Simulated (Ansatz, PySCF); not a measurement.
Reaction R1 + 2 R2 → P1 + P2, each structure at its B3LYP-D3(BJ)/def2-TZVP stationary point, reached from a drawn start (curvature not checked).
P1: GaH3O3 (SMILES [OH][Ga]([OH])[OH]), charge 0, multiplicity 1.
R1: GaHO (SMILES [OH][Ga]), charge 0, multiplicity 1.
P2: H2 (SMILES [H][H]), charge 0, multiplicity 1.
R2: H2O (SMILES O), charge 0, multiplicity 1.

P less R. No zero-point or thermal terms; no spin–orbit coupling. One arrangement of each flexible species, with no search for the lowest.

Correlated levels freeze the cores. In cc and def2 sets filled d and f shells under p-block atoms count as core. CBS: X⁻³ extrapolation of the correlation energy, Hartree–Fock from the larger set.

The values were computed with Ansatz (a quantum-chemistry and plane-wave program) with Gaussian orbitals; PySCF for the D3/D4 terms. No computed number here is a measurement.

The comparison value is -28.90 kcal/mol (CCSD(T)/CBS(cc-pVTZ, cc-pVQZ)). It is a level with limits of its own, not the exact answer.

Question: Order these levels by how close they come to the comparison value for the reaction energy, closest first: wB97X-V/def2-TZVPP, B3LYP-D4/def2-TZVPP, revPBE-D4/def2-TZVPP, r2SCAN-D3(BJ)/def2-TZVPP, PBE0-D4/def2-TZVPP. Give each level's value less the comparison value.

Answer: r2SCAN-D3(BJ)/def2-TZVPP (1.56 kcal/mol), wB97X-V/def2-TZVPP (2.83 kcal/mol), PBE0-D4/def2-TZVPP (7.07 kcal/mol), revPBE-D4/def2-TZVPP (9.20 kcal/mol), B3LYP-D4/def2-TZVPP (9.87 kcal/mol)
